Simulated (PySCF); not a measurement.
## Calculated data, CH3AlNO, CH7N2Si, CH4AlNSi, ClFH2NSi and others

All values are calculated (PySCF 2.14.0). Calculation on a computer-drawn molecule: the log of a Hartree-Fock and frozen-core CCSD(T) single point meant for a local Hartree-Fock minimum, with one planted fault or none, to be diagnosed. Offsets are logged minus clean, where the clean run is the same molecule without the fault. The reference is restricted for singlets and unrestricted otherwise, and also for a bond in bohr or an excited solution. Adding or removing an electron swaps singlet and doublet. The excited solution moves the top pair (singlet) or top alpha electron (doublet) to the lowest empty orbital. Highest occupied and lowest empty are orbital energies over both spins, largest force is the largest gradient component, triples share is (T) over the correlation energy, the T1 limit is 0.02 restricted and 0.045 unrestricted, electrons count all cores, a negative frequency is imaginary (commonest isotopes), and the dipole is about the centre of nuclear charge.

Common to all runs: meant basis cc-pV(D+d)Z; logged SCF converged yes; possible faults no fault, one electron removed, one electron added, multiplicity raised by two, geometry at a saddle point, SCF held on an excited solution, minimal basis STO-3G, one bond length entered in bohr, all coordinates scaled.

(1) CH3AlNO

Logged structure:
```xyz
7
CH3AlNO
N     -2.0316    -0.2603    -1.4683
C     -1.4146     0.6923    -0.6785
Al     0.2538     0.5515     0.2166
O      1.6516     0.4670     0.9381
H     -2.7726     0.0578    -2.0617
H     -0.9374    -1.5404    -2.3256
H     -2.0507     1.5483    -0.4681
```

```
meant charge                         : 0
meant multiplicity                   : 2
logged electrons                     : 37
logged basis functions               : 80
logged spin squared                  : 1.2464
logged highest occupied              : -10.302 eV
logged lowest empty                  : 0.62618 eV
logged largest force                 : 0.071378 hartree/bohr
logged T1 diagnostic                 : 0.069605
logged D1 diagnostic                 : 0.30697
logged triples share                 : 0.041805
logged CC converged                  : yes
logged dipole magnitude              : 7.0757 debye
logged SCF stable within its kind    : yes
logged energy HF                     : -410.67822 hartree
logged energy CCSD(T)                : -411.26998 hartree
planted fault                        : one bond length entered in bohr, row 5 of the drawn bonds
HF energy offset from clean run      : 69.96 kcal/mol
CCSD(T) energy offset from clean run : 65.49 kcal/mol
```

Drawn bonds:
```
atom  other atom  order
   1           2      1
   2           3      1
   3           4      2
   1           5      1
   1           6      1
   2           7      1
```

Notes: T1 above single-reference limit.

(2) CH7N2Si

Logged structure:
```xyz
11
CH7N2Si
N     -1.1427    -1.0938     0.4012
C      0.0716    -0.4899     0.7256
Si     1.1147     0.3860    -0.5177
N      0.7736    -0.3040    -2.0654
H     -1.5461    -0.7947    -0.4657
H     -1.8267    -1.1170     1.1333
H      0.3828    -0.6321     1.7554
H      2.5250     0.3090    -0.0503
H      0.7982     1.8308    -0.6719
H      0.9479    -1.2828    -2.2053
H      1.0326     0.2092    -2.8879
```

```
meant charge                         : 0
meant multiplicity                   : 2
logged electrons                     : 41
logged basis functions               : 100
logged spin squared                  : 0.7612
logged highest occupied              : -7.7316 eV
logged lowest empty                  : 3.5019 eV
logged largest force                 : 3.481e-05 hartree/bohr
logged lowest frequency              : 93.151 cm⁻¹
logged T1 diagnostic                 : 0.015477
logged D1 diagnostic                 : 0.08314
logged triples share                 : 0.025579
logged CC converged                  : yes
logged dipole magnitude              : 0.96402 debye
logged SCF stable within its kind    : yes
logged energy HF                     : -439.77598 hartree
logged energy CCSD(T)                : -440.40729 hartree
planted fault                        : no fault
HF energy offset from clean run      : 0 kcal/mol
CCSD(T) energy offset from clean run : 0 kcal/mol
```

Drawn bonds:
```
atom  other atom  order
   1           2      1
   2           3      1
   3           4      1
   1           5      1
   1           6      1
   2           7      1
   3           8      1
   3           9      1
   4          10      1
   4          11      1
```

(3) CH4AlNSi

Logged structure:
```xyz
8
CH4AlNSi
N      0.2953     0.0738     0.1258
C      1.2802     1.0327     0.2980
Al     2.2806     1.9605    -1.1855
Si     1.9211     1.7283     1.7478
H      0.0452    -0.4869     0.9168
H      0.3534    -0.4807    -0.7054
H      2.8592     2.8422     1.5297
H      1.5161     1.4972     3.1463
```

```
meant charge                      : 0
meant multiplicity                : 1
logged electrons                  : 44
logged basis functions            : 94
logged spin squared               : 0
logged highest occupied           : -3.4759 eV
logged lowest empty               : -2.2084 eV
logged largest force              : 0.15009 hartree/bohr
logged dipole magnitude           : 5.4507 debye
logged SCF stable within its kind : no
logged energy HF                  : -625.13228 hartree
planted fault                     : SCF held on an excited solution
HF energy offset from clean run   : 177 kcal/mol
```

Drawn bonds:
```
atom  other atom  order
   1           2      1
   2           3      1
   2           4      2
   1           5      1
   1           6      1
   4           7      1
   4           8      1
```

Notes: coupled-cluster numbers left out as unreliable.

(4) CH4AlNSi

Logged structure:
```xyz
8
CH4AlNSi
N      0.2809     0.0701     0.1196
C      1.2175     0.9821     0.2834
Al     2.1689     1.8645    -1.1274
Si     1.8270     1.6436     1.6622
H      0.0430    -0.4630     0.8719
H      0.3361    -0.4571    -0.6709
H      2.7191     2.7029     1.4548
H      1.4418     1.4238     2.9921
```

```
meant charge                         : 0
meant multiplicity                   : 1
logged electrons                     : 44
logged basis functions               : 94
logged spin squared                  : 0
logged highest occupied              : -7.3581 eV
logged lowest empty                  : 1.4832 eV
logged largest force                 : 0.047955 hartree/bohr
logged T1 diagnostic                 : 0.015198
logged D1 diagnostic                 : 0.037058
logged triples share                 : 0.035819
logged CC converged                  : yes
logged dipole magnitude              : 2.8756 debye
logged SCF stable within its kind    : yes
logged energy HF                     : -625.39218 hartree
logged energy CCSD(T)                : -625.90132 hartree
planted fault                        : all coordinates scaled, by -4.9 %
HF energy offset from clean run      : 13.94 kcal/mol
CCSD(T) energy offset from clean run : 19.11 kcal/mol
```

Drawn bonds:
```
atom  other atom  order
   1           2      1
   2           3      1
   2           4      2
   1           5      1
   1           6      1
   4           7      1
   4           8      1
```

(5) CH4AlNSi

Structure as in entry 3.

```
meant charge                         : 0
meant multiplicity                   : 1
logged electrons                     : 43
logged basis functions               : 94
logged spin squared                  : 0.917
logged highest occupied              : -12.558 eV
logged lowest empty                  : -5.3238 eV
logged largest force                 : 0.058804 hartree/bohr
logged T1 diagnostic                 : 0.039881
logged D1 diagnostic                 : 0.15635
logged triples share                 : 0.034256
logged CC converged                  : yes
logged dipole magnitude              : 2.8052 debye
logged SCF stable within its kind    : yes
logged energy HF                     : -625.1869 hartree
logged energy CCSD(T)                : -625.67011 hartree
planted fault                        : one electron removed
HF energy offset from clean run      : 142.7 kcal/mol
CCSD(T) energy offset from clean run : 164.2 kcal/mol
```

Drawn bonds:
```
atom  other atom  order
   1           2      1
   2           3      1
   2           4      2
   1           5      1
   1           6      1
   4           7      1
   4           8      1
```

(6) ClFH2NSi

Logged structure:
```xyz
6
ClFH2NSi
N     -0.7094     1.2048     0.1304
Si    -1.7057     1.5502     1.3524
F     -3.1108     2.0928     0.9871
Cl    -1.2643     1.3326     3.2281
H      0.2245     0.8476     0.2553
H     -0.9663     1.3283    -0.8373
```

```
meant charge                         : 1
meant multiplicity                   : 1
logged electrons                     : 48
logged basis functions               : 30
logged spin squared                  : 0
logged highest occupied              : -17.277 eV
logged lowest empty                  : -1.4724 eV
logged largest force                 : 0.052478 hartree/bohr
logged T1 diagnostic                 : 0.018617
logged D1 diagnostic                 : 0.084658
logged triples share                 : 0.052561
logged CC converged                  : yes
logged dipole magnitude              : 4.3577 debye
logged SCF stable within its kind    : yes
logged energy HF                     : -892.98879 hartree
logged energy CCSD(T)                : -893.13678 hartree
planted fault                        : minimal basis STO-3G
HF energy offset from clean run      : 6505 kcal/mol
CCSD(T) energy offset from clean run : 6796 kcal/mol
```

Drawn bonds:
```
atom  other atom  order
   1           2      1
   2           3      1
   2           4      1
   1           5      1
   1           6      1
```

(7) H5N2OSi

Logged structure:
```xyz
9
H5N2OSi
N      0.0845    -1.8321    -2.2863
Si    -0.8859    -0.7600    -1.5281
N     -2.1686    -1.2268    -0.6396
O     -0.6459     0.7886    -1.6057
H      0.8828    -1.5713    -2.8377
H     -0.0479    -2.8279    -2.2534
H     -2.4489    -2.1795    -0.4932
H     -2.7655    -0.5642    -0.1750
H      0.0125     1.3051    -2.0524
```

```
meant charge                         : 1
meant multiplicity                   : 1
logged electrons                     : 40
logged basis functions               : 90
logged spin squared                  : 0
logged highest occupied              : -17.218 eV
logged lowest empty                  : -1.6535 eV
logged largest force                 : 3.697e-05 hartree/bohr
logged lowest frequency              : 225.39 cm⁻¹
logged T1 diagnostic                 : 0.011811
logged D1 diagnostic                 : 0.043453
logged triples share                 : 0.023268
logged CC converged                  : yes
logged dipole magnitude              : 1.8172 debye
logged SCF stable within its kind    : yes
logged energy HF                     : -475.50012 hartree
logged energy CCSD(T)                : -476.14675 hartree
planted fault                        : no fault
HF energy offset from clean run      : 0 kcal/mol
CCSD(T) energy offset from clean run : 0 kcal/mol
```

Drawn bonds:
```
atom  other atom  order
   1           2      1
   2           3      1
   2           4      1
   1           5      1
   1           6      1
   3           7      1
   3           8      1
   4           9      1
```

(8) BH3NOSi

Logged structure:
```xyz
7
BH3NOSi
N     -0.6127     2.1893     1.4397
Si    -0.4226     0.4837     1.6673
B      0.5052    -0.6285     0.1196
O      1.0532    -1.2700    -0.8000
H     -0.2927     2.7256     0.5669
H     -1.0696     2.8345     2.1660
H     -0.9358    -0.1513     2.9840
```

```
meant charge                         : 1
meant multiplicity                   : 1
logged electrons                     : 36
logged basis functions               : 80
logged spin squared                  : 0
logged highest occupied              : -18.139 eV
logged lowest empty                  : -5.7857 eV
logged largest force                 : 0.095218 hartree/bohr
logged T1 diagnostic                 : 0.026777
logged D1 diagnostic                 : 0.08378
logged triples share                 : 0.037917
logged CC converged                  : yes
logged dipole magnitude              : 7.537 debye
logged SCF stable within its kind    : yes
logged energy HF                     : -444.44573 hartree
logged energy CCSD(T)                : -445.01889 hartree
planted fault                        : all coordinates scaled, by +6.4 %
HF energy offset from clean run      : 19.85 kcal/mol
CCSD(T) energy offset from clean run : 7.918 kcal/mol
```

Drawn bonds:
```
atom  other atom  order
   1           2      1
   2           3      1
   3           4      2
   1           5      1
   1           6      1
   2           7      1
```

Notes: T1 above single-reference limit.

(9) ClH3NSi

Logged structure:
```xyz
6
ClH3NSi
N     -0.0728     2.0362    -0.2921
Si    -0.6353     2.1657    -1.8113
Cl    -2.4937     2.7022    -2.1279
H     -0.6184     2.2154     0.5360
H      0.8751     1.7640    -0.0824
H      0.2450     1.8818    -2.9297
```

```
meant charge                      : 1
meant multiplicity                : 1
logged electrons                  : 40
logged basis functions            : 75
logged spin squared               : 0
logged highest occupied           : -9.5963 eV
logged lowest empty               : -13.035 eV
logged largest force              : 0.22897 hartree/bohr
logged CC converged               : no
logged dipole magnitude           : 7.6566 debye
logged SCF stable within its kind : no
logged energy HF                  : -803.79751 hartree
planted fault                     : SCF held on an excited solution
HF energy offset from clean run   : 407.5 kcal/mol
```

Drawn bonds:
```
atom  other atom  order
   1           2      1
   2           3      1
   1           4      1
   1           5      1
   2           6      1
```

Notes: CCSD not converged.

(10) H5N2Si2

Logged structure:
```xyz
9
H5N2Si2
N     -2.0876     0.4054     0.0000
Si    -0.7925    -0.6014     0.0000
N      0.7208    -0.0814     0.0000
Si     2.2843     0.1787     0.0000
H     -3.0363     0.0745     0.0000
H     -2.0226     1.4078     0.0000
H     -1.1673    -2.0087     0.0000
H      2.8365     1.5321     0.0000
H      3.2647    -0.9069     0.0000
```

```
meant charge                      : 1
meant multiplicity                : 1
logged electrons                  : 46
logged basis functions            : 99
logged spin squared               : 0
logged highest occupied           : -15.906 eV
logged lowest empty               : -3.7355 eV
logged largest force              : 5.429e-05 hartree/bohr
logged lowest frequency           : -146.08 cm⁻¹
logged T1 diagnostic              : 0.016466
logged D1 diagnostic              : 0.04883
logged triples share              : 0.029284
logged CC converged               : yes
logged dipole magnitude           : 0.32743 debye
logged SCF stable within its kind : yes
logged energy HF                  : -689.49863 hartree
logged energy CCSD(T)             : -690.04989 hartree
planted fault                     : ?
```

Drawn bonds:
```
atom  other atom  order
   1           2      1
   2           3      1
   3           4      2
   1           5      1
   1           6      1
   2           7      1
   4           8      1
   4           9      1
```

**Q.** H5N2Si2 (entry 10): planted fault?
**A.** geometry at a saddle point

Further results for H5N2Si2 (entry 10):

```
HF energy offset from clean run      : 2.43 kcal/mol
CCSD(T) energy offset from clean run : 3.56 kcal/mol
```
